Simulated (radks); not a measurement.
Sr, configuration [Kr] 5s2. Calculated with a radial shooting solver on a logarithmic mesh with Libxc functionals: scalar-relativistic Kohn-Sham, r2SCAN, spin-polarised, spherical densities, finite nucleus; meta-GGA in the generalised Kohn-Sham scheme; Fermi nuclear charge, rms radius 4.224 fm; hard spherical wall at 3 bohr. Some entries of the table are withheld. Estimate them.

| orbital | occ. | eigenvalue (hartree) | <r^2> (bohr^2) | r(max) (bohr) |
|---|---|---|---|---|
| 1s | 2 | (1) | 0.002068 | 0.02554 |
| 2s | 2 | -79.00481 | 0.03503 | 0.1450 |
| 2p | 6 | -70.01206 | (2) | 0.1161 |
| 3s | 2 | -11.69540 | 0.2776 | 0.4353 |
| 3p | 6 | -8.76385 | 0.2909 | 0.4308 |
| 3d | 10 | -3.94293 | 0.3077 | (3) |
| 4s | 2 | (4) | 2.059 | (5) |
| 4p | 6 | -0.21516 | 2.440 | 1.349 |
| 4d | 0 | 0.83342 | 3.099 | (6) |
| 5s | 2 | 1.64422 | 3.794 | 2.213 |
| 5p | 0 | 2.19216 | 3.676 | 2.271 |
| 6s | 0 | 5.57973 | 3.541 | 2.526 |

Answer. 
(1) 1s eigenvalue (hartree): -586.1698
(2) 2p <r^2> (bohr^2): 0.02767
(3) 3d r(max) (bohr): 0.3787
(4) 4s eigenvalue (hartree): -0.90739
(5) 4s r(max) (bohr): 1.210
(6) 4d r(max) (bohr): 1.692
